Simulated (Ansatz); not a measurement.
A geometry relaxed with PBE0-D3(BJ)/def2-SVP run with Ansatz (a program for electronic structure), charge 0, multiplicity 1:

```xyz
22

C      1.5486     0.2728    -0.0853
H     -1.1073     0.4834     1.9823
C      0.2274     0.9688     0.2900
H     -3.1751     1.0146    -1.2459
C     -0.1271     0.1983     1.5681
H      1.3031    -1.8549    -0.6396
H     -1.0234    -1.6685    -1.0641
C     -1.1610    -0.9580    -0.2351
H     -0.5367     0.5533    -1.7126
H     -1.9869     2.6617    -0.7685
S      2.0234     0.6209    -1.8109
H      3.1151    -0.1731    -1.8271
H      0.3233     2.0594     0.3829
H      2.3469     0.6721     0.5578
C      1.2689    -1.2153     0.2549
H      2.0184    -1.5962     0.9658
H     -2.1860    -1.0953     0.1443
H     -0.3548    -2.0379     1.5274
B     -2.1117     1.4605    -0.8723
H      0.6336     0.2917     2.3594
C     -0.1330    -1.1754     0.8825
C     -0.9057     0.5171    -0.6540
```

**Question.** Write the SMILES of this molecule.

**Answer.** `B[C@@H]1C[C@@H]2C[C@H]1[C@H](S)C2`
